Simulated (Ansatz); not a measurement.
Start from `[SiH3]C(Cl)I` and change one atom or group to get `[SiH3]C(Cl)Br`.

Ansatz, PBE0-D4/def2-TZVP geometries, multiplicity 1. 

Elements past krypton have def2 core potentials. Scalar relativity is left out up to krypton.

| property | `[SiH3]C(Cl)I` |
| --- | --- |
| HOMO energy (ωB97M-V/def2-TZVPP) / eV | -9.71 |
| LUMO energy (ωB97M-V/def2-TZVPP) / eV | 0.34 |
| LUMO energy (B3LYP/def2-TZVPP) / eV | -1.84 |
| HOMO–LUMO gap (PBE0/def2-TZVPP) / eV | 5.93 |
| size of the dipole moment (B3LYP/def2-TZVPP) / D | 1.28 |
| LUMO energy (PBE0/def2-TZVPP) / eV | -1.62 |

**Question.** What does the change do to each property? (An estimate is asked.)

**Answer.** The calculation gave: 
```csv
property,`[SiH3]C(Cl)Br`,shift
HOMO energy (ωB97M-V/def2-TZVPP) / eV,-10.25,-0.54
LUMO energy (ωB97M-V/def2-TZVPP) / eV,1.04,0.70
LUMO energy (B3LYP/def2-TZVPP) / eV,-1.20,0.64
HOMO–LUMO gap (PBE0/def2-TZVPP) / eV,7.06,1.13
size of the dipole moment (B3LYP/def2-TZVPP) / D,1.48,0.20
LUMO energy (PBE0/def2-TZVPP) / eV,-0.97,0.65
```

With PBE0 the HOMO falls by 0.48 eV and the LUMO rises by 0.65 eV, so the gap widens by about 1.13 eV. PBE moves the HOMO by -0.36 eV and ωB97M-V by -0.54 eV. Dipoles are sizes alone; their direction can turn.

B3LYP here is the variant with VWN-RPA as its local correlation; programs differ in this.

Spin–orbit coupling is left out; it splits and shifts lone-pair levels of the heavy atoms by tenths of an eV.
